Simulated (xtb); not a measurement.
cyclohexasilane (H₁₂Si₆), SMILES [SiH2]1[SiH2][SiH2][SiH2][SiH2][SiH2]1. All values are semi-empirical tight-binding results from xtb (GFN2-xTB unless named), good for trends rather than for accurate numbers. The structure is a stationary point at GFN2-xTB.

Optimised geometry:

Bonded distances (Å): Si1–Si2 2.327, Si1–Si6 2.326, Si1–H7 1.473, Si1–H8 1.469, Si2–Si3 2.326, Si2–H9 1.469, Si2–H10 1.473, Si3–Si4 2.325, Si3–H11 1.473, Si3–H12 1.469, Si4–Si5 2.326, Si4–H13 1.469, Si4–H14 1.473, Si5–Si6 2.326, Si5–H15 1.469, Si5–H16 1.474, Si6–H17 1.473, Si6–H18 1.469. Bond angles (°): Si2–Si1–Si6 111.2, Si2–Si1–H7 108.2, Si2–Si1–H8 112.9, Si6–Si1–H7 108.2, Si6–Si1–H8 112.9, H7–Si1–H8 103.0, Si1–Si2–Si3 111.2, Si1–Si2–H9 112.8, Si1–Si2–H10 108.1, Si3–Si2–H9 112.9, Si3–Si2–H10 108.2, H9–Si2–H10 103.0, Si2–Si3–Si4 111.3, Si2–Si3–H11 108.2, Si2–Si3–H12 112.8, Si4–Si3–H11 108.2, Si4–Si3–H12 112.8, H11–Si3–H12 102.9, Si3–Si4–Si5 111.4, Si3–Si4–H13 112.8, Si3–Si4–H14 108.1, Si5–Si4–H13 112.8, Si5–Si4–H14 108.1, H13–Si4–H14 103.0, Si4–Si5–Si6 111.3, Si4–Si5–H15 112.8, Si4–Si5–H16 108.2, Si6–Si5–H15 112.8, Si6–Si5–H16 108.2, H15–Si5–H16 103.0, Si1–Si6–Si5 111.4, Si1–Si6–H17 108.1, Si1–Si6–H18 112.8, Si5–Si6–H17 108.2, Si5–Si6–H18 112.9, H17–Si6–H18 103.0.
Charge 0, spin multiplicity 1.

Question: Estimate the properties. (Estimate from the structure and the level; the computed values follow.)

Answer: 
The point group as xtb finds it comes out as D3d and the orbital gap is 3.21 eV. The dipole moment is 0.01 D and the zero-point energy is 61.3 kcal/mol. The G − E(el) at 298.15 K (modified RRHO) comes out as 37.8 kcal/mol and the static polarisability (D4 model) is 166.5 bohr³. The solvation energy, GFN2-xTB/ALPB(water) is -2.1 kcal/mol. The solvation energy, GFN2-xTB/ALPB(chcl3) is -4.4 kcal/mol.

Computed atomic charges and the Wiberg bond orders between heavy atoms:
charges (e) Si1 0.27, Si2 0.27, Si3 0.27, Si4 0.27, Si5 0.27, Si6 0.27, H7 -0.15, H8 -0.12, H9 -0.12, H10 -0.15, H11 -0.15, H12 -0.12, H13 -0.12, H14 -0.15, H15 -0.12, H16 -0.15, H17 -0.15, H18 -0.12. Bond orders Si1–Si2 0.85, Si2–Si3 0.85, Si3–Si4 0.85, Si4–Si5 0.85, Si1–Si6 0.85, Si5–Si6 0.85.
